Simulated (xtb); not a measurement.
xtb input for ScCl₃, SMILES [Cl][Sc]([Cl])[Cl], GFN2-xTB. 

```
$ xtb mol.xyz --gfn 2 --sp --chrg 0 --uhf 0 --json
$ cat mol.xyz
4

Sc    -0.00000000    -0.00000000    -0.40994140
Cl     1.88259299    -1.08691557     0.16879940
Cl    -1.88259299    -1.08691556     0.16879940
Cl     0.00000000     2.17383114     0.16879940
```

Output:

```
[banner left out]
          |                Calculation Setup                |
           -------------------------------------------------



           -------------------------------------------------
          |                 G F N 2 - x T B                 |
           -------------------------------------------------

        Reference                      10.1021/acs.jctc.8b01176
      * Hamiltonian:
        H0-scaling (s, p, d)           1.850000    2.230000    2.230000
        zeta-weighting                 0.500000
      * Dispersion:
        s8                             2.700000
        a1                             0.520000
        a2                             5.000000
        s9                             5.000000
      * Repulsion:
        kExp                           1.500000    1.000000
        rExp                           1.000000
      * Coulomb:
        alpha                          2.000000
        third order                    shell-resolved
        anisotropic                    true
        a3                             3.000000
        a5                             4.000000
        cn-shift                       1.200000
        cn-exp                         4.000000
        max-rad                        5.000000


          ...................................................
          :                      SETUP                      :
          :.................................................:
          :  # basis functions                  40          :
          :  # atomic orbitals                  36          :
          :  # shells                           12          :
          :  # electrons                        24          :
          :  max. iterations                   250          :
          :  Hamiltonian                  GFN2-xTB          :
          :  restarted?                      false          :
          :  GBSA solvation                  false          :
          :  PC potential                    false          :
          :  electronic temp.          300.0000000     K    :
          :  accuracy                    1.0000000          :
          :  -> integral cutoff          0.2500000E+02      :
          :  -> integral neglect         0.1000000E-07      :
          :  -> SCF convergence          0.1000000E-05 Eh   :
          :  -> wf. convergence          0.1000000E-03 e    :
          :  Broyden damping             0.4000000          :
          :  net charge                          0          :
          :  unpaired electrons                  0          :
          ...................................................

 iter      E             dE          RMSdq      gap      omega  full diag
   1    -14.7902031 -0.147902E+02  0.879E+00    1.08       0.0  T
   2    -14.8170140 -0.268109E-01  0.839E+00    2.43       1.0  T
   3    -14.8247022 -0.768822E-02  0.559E+00    1.88       1.0  T
   4    -14.8246037  0.985192E-04  0.894E-01    1.71       1.0  T
   5    -14.8247076 -0.103840E-03  0.851E-01    1.72       1.0  T
   6    -14.8251690 -0.461450E-03  0.228E-01    1.88       1.0  T
   7    -14.8251959 -0.268815E-04  0.241E-01    1.86       1.0  T
   8    -14.8251977 -0.182560E-05  0.514E-02    1.85       1.0  T
   9    -14.8251978 -0.676368E-07  0.157E-02    1.85       3.2  T
  10    -14.8251978 -0.169595E-07  0.365E-03    1.85      13.7  T
  11    -14.8251978 -0.444263E-09  0.163E-03    1.85      30.6  T
  12    -14.8251978 -0.117359E-08  0.156E-03    1.85      32.0  T
  13    -14.8251978 -0.281180E-10  0.176E-04    1.85     284.3  T
  14    -14.8251978 -0.159162E-11  0.845E-06    1.85    5920.3  T

   *** convergence criteria satisfied after 14 iterations ***

         #    Occupation            Energy/Eh            Energy/eV
      -------------------------------------------------------------
         1        2.0000           -1.1104957             -30.2181
       ...           ...                  ...                  ...
         6        2.0000           -0.4795934             -13.0504
         7        2.0000           -0.4795934             -13.0504
         8        2.0000           -0.4627141             -12.5911
         9        2.0000           -0.4627141             -12.5911
        10        2.0000           -0.4607904             -12.5387
        11        2.0000           -0.4607904             -12.5387
        12        2.0000           -0.4592444             -12.4967 (HOMO)
        13                         -0.3912664             -10.6469 (LUMO)
        14                         -0.3900789             -10.6146
        15                         -0.3900789             -10.6146
        16                         -0.3861851             -10.5086
        17                         -0.3861851             -10.5086
       ...                                ...                  ...
        36                          0.4844733              13.1832
      -------------------------------------------------------------
                  HL-Gap            0.0679780 Eh            1.8498 eV
             Fermi-level           -0.4252554 Eh          -11.5718 eV

 SCC (total)                   0 d,  0 h,  0 min,  0.004 sec
 SCC setup                      ...        0 min,  0.000 sec (  1.790%)
 Dispersion                     ...        0 min,  0.000 sec (  0.420%)
 classical contributions        ...        0 min,  0.000 sec (  0.314%)
 integral evaluation            ...        0 min,  0.001 sec ( 16.447%)
 iterations                     ...        0 min,  0.002 sec ( 57.319%)
 molecular gradient             ...        0 min,  0.001 sec ( 22.497%)
 printout                       ...        0 min,  0.000 sec (  1.027%)

         :::::::::::::::::::::::::::::::::::::::::::::::::::::
         ::                     SUMMARY                     ::
         :::::::::::::::::::::::::::::::::::::::::::::::::::::
         :: total energy             -14.801827237068 Eh    ::
         :: gradient norm              0.000077991873 Eh/a0 ::
         :: HOMO-LUMO gap              1.849774987782 eV    ::
         ::.................................................::
         :: SCC energy               -14.825195962981 Eh    ::
         :: -> isotropic ES            0.087500726557 Eh    ::
         :: -> anisotropic ES          0.003592454892 Eh    ::
         :: -> anisotropic XC         -0.004698858367 Eh    ::
         :: -> dispersion             -0.003712440979 Eh    ::
         :: repulsion energy           0.023368725913 Eh    ::
         :: add. restraining           0.000000000000 Eh    ::
         :: total charge              -0.000000000000 e     ::
         :::::::::::::::::::::::::::::::::::::::::::::::::::::

           -------------------------------------------------
          |                Property Printout                |
           -------------------------------------------------

    * Orbital Energies and Occupations

         #    Occupation            Energy/Eh            Energy/eV
      -------------------------------------------------------------
         1        2.0000           -1.1104957             -30.2181
         2        2.0000           -1.1104957             -30.2181
         3        2.0000           -1.0894271             -29.6448
         4        2.0000           -0.5508771             -14.9901
         5        2.0000           -0.4960518             -13.4983
         6        2.0000           -0.4795934             -13.0504
         7        2.0000           -0.4795934             -13.0504
         8        2.0000           -0.4627141             -12.5911
         9        2.0000           -0.4627141             -12.5911
        10        2.0000           -0.4607904             -12.5387
Note: The following floating-point exceptions are signalling: IEEE_UNDERFLOW_FLAG IEEE_DENORMAL
normal termination of xtb
        11        2.0000           -0.4607904             -12.5387
        12        2.0000           -0.4592444             -12.4967 (HOMO)
        13                         -0.3912664             -10.6469 (LUMO)
        14                         -0.3900789             -10.6146
        15                         -0.3900789             -10.6146
        16                         -0.3861851             -10.5086
        17                         -0.3861851             -10.5086
        18                         -0.2404143              -6.5420
        19                         -0.0037183              -0.1012
        20                          0.0056402               0.1535
        21                          0.0056402               0.1535
        22                          0.0067160               0.1828
        23                          0.0074747               0.2034
       ...                                ...                  ...
        36                          0.4844733              13.1832
      -------------------------------------------------------------
                  HL-Gap            0.0679780 Eh            1.8498 eV
             Fermi-level           -0.4252554 Eh          -11.5718 eV

     #   Z          covCN         q      C6AA      α(0)
     1  21 Sc       2.214     0.929   191.852    30.940
     2  17 Cl       0.738    -0.310   108.815    15.956
     3  17 Cl       0.738    -0.310   108.815    15.956
     4  17 Cl       0.738    -0.310   108.815    15.956

 Mol. C6AA /au·bohr⁶  :       1984.919667
 Mol. C8AA /au·bohr⁸  :     126160.039822
 Mol. α(0) /au        :         78.807563


Wiberg/Mayer (AO) data.
largest (>0.10) Wiberg bond orders for each atom

 ---------------------------------------------------------------------------
     #   Z sym  total        # sym  WBO       # sym  WBO       # sym  WBO
 ---------------------------------------------------------------------------
     1  21 Sc   3.073 --     3 Cl   1.024     4 Cl   1.024     2 Cl   1.024
     2  17 Cl   1.184 --     1 Sc   1.024
     3  17 Cl   1.184 --     1 Sc   1.024
     4  17 Cl   1.184 --     1 Sc   1.024
 ---------------------------------------------------------------------------

Topologies differ in total number of bonds
Writing topology from bond orders to xtbtopo.mol

molecular dipole:
                 x           y           z       tot (Debye)
 q only:       -0.000      -0.000      -1.016
   full:       -0.000      -0.000      -1.103       2.804
molecular quadrupole (traceless):
                xx          xy          yy          xz          yz          zz
 q only:       -4.149       0.000      -4.149      -0.000      -0.000       8.298
  q+dip:       -5.325       0.000      -5.325      -0.000      -0.000      10.649
   full:       -6.360       0.000      -6.360       0.000      -0.000      12.720


           -------------------------------------------------
          | TOTAL ENERGY              -14.801827237068 Eh   |
          | GRADIENT NORM               0.000077991873 Eh/α |
          | HOMO-LUMO GAP               1.849774987782 eV   |
           -------------------------------------------------

------------------------------------------------------------------------
------------------------------------------------------------------------
 total:
 SCF:
```

The calculation finished and met its thresholds.
